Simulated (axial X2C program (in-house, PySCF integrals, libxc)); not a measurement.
What spin–orbit coupling does to ZrN

Computed with an in-house all-electron X2C program for linear molecules (integrals from PySCF). Spin-free means the one-electron spin-free X2C Hamiltonian; two-component (2c) means X2C with spin–orbit coupling and atomic mean-field two-electron Coulomb and Gaunt terms, so the difference of the two also holds small scalar two-electron terms. Basis: Zr dyall-cv3z [11s12p9d6f3g], N dyall-av3z [7s7p3d2f] (cores contracted in-house); Gaussian nuclei, density fitting, unrestricted open shells. Masses: Zr 89.905 u, N 14.003 u.

Spin-free state: M_S = 1/2, Λ = 0 (beyond evenly filled blocks: σα); fragments Zr + N.

```json
{"level": "PBE0", "Re (Å)": "1.671", "ωe (cm⁻¹)": "1074.8", "De (eV)": "6.196", "μ (D)": "-4.21"}
{"level": "B3LYP", "Re (Å)": "1.687", "ωe (cm⁻¹)": "1044.6", "De (eV)": "6.163", "μ (D)": "-4.46"}
```

Dipoles are positive if N is the positive end.

Two-component determinant lowest at the distance of the search:

Ω = 1/2 (⟨Sz⟩ = 0.50, ⟨Lz⟩ = 0.00 at PBE0); fragments Zr + N.

| level | Re (Å) | ωe (cm⁻¹) | μ (D) |
| --- | --- | --- | --- |
| PBE0 | 1.671 | 1075.0 | -4.20 |
| B3LYP | 1.687 | 1044.7 | -4.45 |

Task: From the two tables, how do the constants change at the PBE0 level (2c against spin-free)?

Result: At the PBE0 level Re is unchanged within 0.001 Å and ωe is unchanged to within 0.2 cm⁻¹.

Occupations by symmetry block were frozen at the best pattern of an incomplete PBE0 search. De is counted from the lowest determinant-based energies of the atoms at the same level, without counterpoise correction. De is not given where an atomic determinant may have missed its ground term or J level, or where the truncated virtual space spoils (T). Density functionals use the spin component along the axis (collinear). Without a current term, density functionals place determinants with orbital angular momentum somewhat too high. The determinant is spin-polarised beyond a pure state at some levels (its spin-free form has ⟨S²⟩ too high), which makes Re and μ there less reliable.
